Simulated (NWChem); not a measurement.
# CH3AlF2; SMILES [CH3][Al]([F])[F]

Computed with NWChem. All runs use the structure optimised with PBE0/def2-SVP. Level PBE/def2-SVP: energy and gradient on several grids; changes count from the extra-fine grid, which is no exact limit either.

Problem. Which is the coarsest grid (fine; medium; xcoarse; coarse; xfine) from which on the energy stays within 500 μHa and each gradient component within 500 μHa/bohr of xfine?

Solution. coarse.
| grid | size of the energy change (μHa) | largest change of a gradient component (μHa/bohr) | time, medium = 1 (rough) |
|---|---|---|---|
| xcoarse | 9000 | 1000 | about 1 |
| coarse | 80 | 100 | about 1 |
| medium | < 10 | < 30 | about 1 |
| fine | < 10 | < 30 | about 1 |
| xfine | < 10 | < 30 | 2 |
